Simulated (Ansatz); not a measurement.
One change: `[F][SnH]([SiH3])[Cl]` becomes `C[NH][SnH]([F])[Cl]`.

Ansatz, PBE0-D4/def2-TZVP geometries, multiplicity 1. Each molecule was computed in one conformer, which needn't be the lowest.

Elements past krypton have def2 core potentials.

```json
{"property": "HOMO–LUMO gap (PBE/def2-TZVPP) / eV", "`[F][SnH]([SiH3])[Cl]`": "5.08"}
{"property": "ideal-gas entropy at 298 K and 1 bar (rigid rotor, harmonic PBE0-D4/def2-TZVP) / J/(mol·K)", "`[F][SnH]([SiH3])[Cl]`": "378"}
{"property": "HOMO energy (PBE0/def2-TZVPP) / eV", "`[F][SnH]([SiH3])[Cl]`": "-8.44"}
{"property": "size of the dipole moment (ωB97M-V/def2-TZVPP) / D", "`[F][SnH]([SiH3])[Cl]`": "3.83"}
{"property": "zero-point energy (PBE0-D4/def2-TZVP) / kJ/mol", "`[F][SnH]([SiH3])[Cl]`": "91.0"}
{"property": "HOMO energy (B3LYP/def2-TZVPP) / eV", "`[F][SnH]([SiH3])[Cl]`": "-8.21"}
```

Task: What does the change do to each property? (Best estimate.)

Result: Ansatz gave: 
```tsv
property	`C[NH][SnH]([F])[Cl]`	shift
HOMO–LUMO gap (PBE/def2-TZVPP) / eV	3.87	-1.21
ideal-gas entropy at 298 K and 1 bar (rigid rotor, harmonic PBE0-D4/def2-TZVP) / J/(mol·K)	385	7
HOMO energy (PBE0/def2-TZVPP) / eV	-7.41	1.03
size of the dipole moment (ωB97M-V/def2-TZVPP) / D	3.33	-0.50
zero-point energy (PBE0-D4/def2-TZVP) / kJ/mol	168.1	77.1
HOMO energy (B3LYP/def2-TZVPP) / eV	-7.18	1.03
```

The zero-point energy changes by 77.1 kJ/mol with +6 modes. Dipoles are sizes alone; their direction can turn. Modes under 60 cm⁻¹, often nearly free rotors, make the harmonic entropy too high.

B3LYP here is the variant with VWN-RPA as its local correlation; programs differ in this.
